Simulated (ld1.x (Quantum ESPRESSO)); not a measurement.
# antimony: one change to an RRKJ potential, before and after

Sb, norm-conserving RRKJ (Kleinman–Bylander form), made with ld1.x (Quantum ESPRESSO) 7.5 (PBEsol, fully relativistic). Core [Kr], reference 4d10 5s2 5p3. Waves: 5p (bound): rc 1.70 bohr; 4d (bound): rc 0.90 bohr; 4f channel at 0.2 Ry: rc 1.75 bohr; 5s (bound): rc 1.55 bohr. Local part: the s channel. Core correction: Bessel-smoothed model core inside 0.55 bohr. rho0 = 0.02.

Open shells are filled in proportion to 2j + 1 (rel_dist='average').

All-electron outer shells of the reference configuration (PBEsol, scalar-relativistic, ld1.x):

```csv
shell,level (eV),outermost node (bohr),outermost maximum (bohr)
4s,-148.62,0.39,0.73
4p,-101.63,0.39,0.76
4d,-33.45,0.38,0.84
5s,-12.88,0.95,1.90
5p,-4.84,1.04,2.35
```

Change: scalar-relativistic.

Cutoffs: the cutoffs (Ry, on a coarse ladder) from which the occupation-weighted sum of valence levels, in a spherical-Bessel basis at the reference potential, stays within 10 and 1 mRy of its value at 400 Ry; they do not see the model core or the augmentation charge, which bear on the density cutoff. Errors are all-electron minus pseudo energies relative to the spin-unpolarised reference configuration.

Task: How do hardness, ghosts and transferability respond?

Result: Both files keep a bound ghost (p); of the 7 tests that both files solve, the error grows in 2 and shrinks in 3 by more than 15 % and 0.3 meV (median size 3.5 → 1.3 meV).

```csv
quantity,base,changed
"cutoff, loose",200 Ry,200 Ry
"cutoff, tight",over 300 Ry,over 300 Ry
bound ghosts,"p3/2, p1/2",p
"error for 4d10 5s2 5p2, meV [ΔE 8.36 → 8.34 eV]",+1.4,-0.6
"error for 4d10 5s2 5p1, meV [ΔE 24.39 → 24.36 eV]",+6.6,+0.5
"error for 4d10 5s2 5p0, meV [ΔE 48.86 → 48.80 eV]",+14,+1.6
"error for 4d9 5s2 5p3, meV [ΔE 40.66 → 40.68 eV]",-240,-249
"error for 4d10 5s2 5p3.3, meV [ΔE -1.17 eV]",0.0,+0.3
"error for 4d10 5s0 5p5, meV [ΔE 16.44 → 16.49 eV]",-3.5,-4.5
"error for 4d10 5s1 5p4, meV [ΔE 8.12 → 8.14 eV]",-0.7,-1.3
s: phases at 1.89 bohr within 0.05 rad from the reference energy up to (Ry; the scan ends near 5),1.5,1.5
```

 A true bound ghost makes a file unfit for plane-wave use even where its test errors are small: the radial tests pick states by their node count and pass the ghost by.
